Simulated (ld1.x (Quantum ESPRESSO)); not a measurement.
**Which change was made? (Bi, TM)**

Bi (Z = 83), norm-conserving Troullier–Martins (Kleinman–Bylander form), made with ld1.x (Quantum ESPRESSO) 7.5 (LDA (PZ), scalar-relativistic). Core [Xe] 4f14, reference 5d10 6s2 6p2.5 (charge +0.5). Waves: 6p (bound): rc 2.55 bohr; 5d (bound): rc 1.75 bohr; 6s (bound): rc 1.85 bohr. Local part: the s channel. Core correction: a·sin(br)/r model core, default radius (core density twice the valence density).

Cutoffs, loose and tight: the cutoffs (Ry, on a coarse ladder) from which the occupation-weighted sum of valence levels, in a spherical-Bessel basis at the reference potential, stays within 10 and 1 mRy of its value at 400 Ry. They do not see the model core or the augmentation charge, which bear on the density cutoff. Test errors are all-electron minus pseudo excitation energies from the reference, over the configurations 5d10 6s2 6p3; 5d10 6s2 6p2; 5d10 6s2 6p1; 5d10 6s2 6p3.3; 5d10 6s1 6p4; 5d9 6s2 6p3; 5d10 6s1 6p3 (two spin-polarised tests are not counted in the largest error); variants that change the core or the reference have their own tests. The largest error is taken over the tests solved by every variant that gives reliable tests at all, those not shown here included: 5d10 6s1 6p3; 5d10 6s1 6p4; 5d10 6s2 6p1; 5d10 6s2 6p2; 5d10 6s2 6p3.3; 5d9 6s2 6p3.

The base gives: outcome: generated; cutoff, loose: 55 Ry; cutoff, tight: 90 Ry; bound ghosts: none; largest test error (meV): -203.

(1) After one change the result is: outcome: generated; cutoff, loose: 60 Ry; cutoff, tight: 110 Ry; bound ghosts: none; largest test error (meV): -155. Which change was it?
A. all radii but the core radius scaled by about 0.75 (s 1.38, p 1.92, d 1.32 bohr)
B. all radii but the core radius scaled by about 0.84 (s 1.56, p 2.14, d 1.48 bohr)
C. all radii but the core radius scaled by about 1.26 (s 2.34, p 3.22, d 2.20 bohr)
D. all radii but the core radius scaled by about 1.38 (s 2.54, p 3.52, d 2.42 bohr)

## Answers

(1) B. The others give: all radii but the core radius scaled by about 0.75 (s 1.38, p 1.92, d 1.32 bohr) → outcome: generated; cutoff, loose: 110 Ry; cutoff, tight: 180 Ry; bound ghosts: none; largest test error (meV): -14 | all radii but the core radius scaled by about 1.38 (s 2.54, p 3.52, d 2.42 bohr) → outcome: generated; cutoff, loose: 45 Ry; cutoff, tight: 80 Ry; bound ghosts: none; largest test error (meV): +58 | all radii but the core radius scaled by about 1.26 (s 2.34, p 3.22, d 2.20 bohr) → outcome: generated; cutoff, loose: 50 Ry; cutoff, tight: 90 Ry; bound ghosts: none; largest test error (meV): -52.
